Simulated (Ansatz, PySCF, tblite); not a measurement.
Potential energy curve for MgO, singlet.

Levels of theory: GFN2-xTB, 300 K electronic temperature (tblite); UHF/3-21G = unrestricted Hartree-Fock/3-21G (PySCF 2.14.0); UKS-BP86/6-31G* = unrestricted BP86/6-31G*, spherical d (PySCF 2.14.0); UCCSDT(Q) = CCSDT(Q) on UHF/cc-pVTZ, frozen core in Ansatz (an electronic-structure program).

Energies relative to the lowest point of each curve near equilibrium, in eV; the last columns give the difference from UCCSDT(Q):

```tsv
R / Å	GFN2-xTB	UHF/3-21G	UKS-BP86/6-31G*	UCCSDT(Q)	GFN2-xTB − UCCSDT(Q)	UHF/3-21G − UCCSDT(Q)	UKS-BP86/6-31G* − UCCSDT(Q)
1.38	1.749	3.902	3.254	3.094	-1.345	0.808	0.160
1.48	0.507	2.083	1.436	1.252	-0.745	0.831	0.184
1.56	0.106	1.259	0.628	0.411	-0.305	0.849	0.218
1.63	0.001	0.726	0.238	0.761	-0.760	-0.036	-0.523
1.65	0.000	0.585	0.167	0.623	-0.623	-0.038	-0.456
1.73	0.082	0.199	0.018	0.233	-0.151	-0.034	-0.215
1.78	0.184	0.071	0.000	0.096	0.088	-0.025	-0.096
1.86	0.398	0.000	0.058	0.000	0.398	0.000	0.058
1.92	0.586	0.028	0.148	0.002	0.583	0.026	0.146
2.04	0.998	0.226	0.377	0.133	0.865	0.093	0.244
2.15	1.398	0.513	0.593	0.342	1.056	0.171	0.251
2.37	2.201	1.229	1.080	0.854	1.348	0.375	0.226
2.61	3.027	1.782	1.620	—	—	—	—
2.85	3.762	1.918	2.076	—	—	—	—
3.11	4.436	1.958	2.446	—	—	—	—
3.48	5.154	1.968	2.790	—	—	—	—
3.86	5.600	1.938	2.995	—	—	—	—
4.19	—	1.934	3.103	—	—	—	—
4.70	—	1.946	3.198	—	—	—	—
5.22	—	1.962	3.251	—	—	—	—
6.05	—	1.973	3.293	—	—	—	—
6.88	—	1.976	3.311	—	—	—	—
```

GFN2-xTB is furthest from UCCSDT(Q) at 2.37 (1.348 eV, above); its mean absolute difference over the points is 0.689 eV.

UHF/3-21G is furthest from UCCSDT(Q) at 1.56 (0.849 eV, above); its mean absolute difference over the points is 0.274 eV.

UKS-BP86/6-31G* is furthest from UCCSDT(Q) at 1.63 (-0.523 eV, below); its mean absolute difference over the points is 0.231 eV.

A dash means that the run gave no value there, or that the column was ended at a point which the program doubted or which failed a test of continuity chosen for this set; such a test can also cut sound points.

The unrestricted determinant behind UHF/3-21G, UCCSDT(Q) is spin-contaminated at 1.38 to 6.88 Å (<S²> up to 1.2, against 0.00 for a pure singlet). The unrestricted determinant behind UKS-BP86/6-31G* is spin-contaminated at 1.38 to 6.88 Å (<S²> up to 1.0, against 0.00 for a pure singlet).
